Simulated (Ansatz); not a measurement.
Reaction (formal exchange of groups at a B–N bond): `CN(C)B(F)F` + `BF` → `FBB(F)F` + `CNC`

Calculated with Ansatz (gas phase, PBE0-D4/def2-TZVP geometries, no zero-point term in ΔE). CCSD(T)/CBS is the MP2 limit (def2-TZVPP, def2-QZVPP) plus CCSD(T) − MP2 in def2-TZVPP, frozen cores. This one scheme is used for every species. Functionals use def2-TZVPP. B3LYP here is the variant with VWN-RPA as its local correlation; programs differ in this. HSE06 is defined as in plane-wave codes. Each species was taken in one conformer, which may not be the lowest.

```tsv
level	ΔE (kcal/mol)	difference from CCSD(T)/CBS
LDA (SPW92)	38.5	0.9
PBE-D4	34.9	-2.7
revPBE-D4	34.7	-2.9
BLYP-D4	36.2	-1.4
r2SCAN-D4	38.0	0.4
B97M-V	36.9	-0.7
PBE0-D4	36.6	-1.0
B3LYP-D4	37.6	0.0
r2SCANh-D4	38.3	0.7
r2SCAN0-D4	38.8	1.2
HSE06-D4	36.6	-1.0
BHLYP-D4	39.3	1.7
CAM-B3LYP-D4	38.3	0.7
ωB97M-V	38.0	0.4
B2PLYP	37.4	-0.2
PBE-QIDH	38.1	0.5
PBE	34.0	-3.6
revPBE	32.2	-5.4
BLYP	34.4	-3.2
PBE0	35.8	-1.8
B3LYP	36.2	-1.4
r2SCAN0	38.5	0.9
HSE06	35.8	-1.8
BHLYP	38.2	0.6
CAM-B3LYP	37.5	-0.1
LC-ωPBE	36.0	-1.6
RPA@PBE/def2-TZVPP	36.7	-0.9
HF/def2-SVP	41.1	3.5
CCSD/def2-SVP	40.8	3.2
HF/def2-TZVPP	38.3	0.7
MP2/def2-TZVPP	39.3	1.7
SCS-MP2/def2-TZVPP	38.6	1.0
CCSD/def2-TZVPP	37.8	0.2
CCSD(T)/def2-TZVPP	37.8	0.2
HF/def2-QZVPP	38.3	0.7
MP2/def2-QZVPP	39.2	1.6
SCS-MP2/def2-QZVPP	38.4	0.8
HF/CBS(def2)	38.2	0.6
MP2/CBS(def2)	39.1	1.5
CCSD/CBS(def2)	37.6	0.0
CCSD(T)/CBS	37.6	0
```

Problem. What do rigid-rotor, harmonic-oscillator terms from PBE0-D4/def2-TZVP frequencies (298.15 K, 1 bar) make of the CCSD(T)/CBS value? (An estimate is asked.)

Solution. The calculation gave: ΔZPE = +0.8 kcal/mol, ΔH = +38.3 kcal/mol, ΔS = 34 J/(mol·K), ΔG = +35.9 kcal/mol. Modes under 50 cm⁻¹ make the entropy rough.

Largest T1 diagnostic among the species: 0.014.

From BLYP to BHLYP (50 % exact exchange), in def2-TZVPP and without D4, ΔE moves by +3.9 kcal/mol. The D4 term adds +1.4 kcal/mol with B3LYP and +0.8 kcal/mol with PBE0; it sums over pairs of atoms, weighted by their polarisabilities, and B3LYP, whose exchange is more repulsive, gets the larger term.
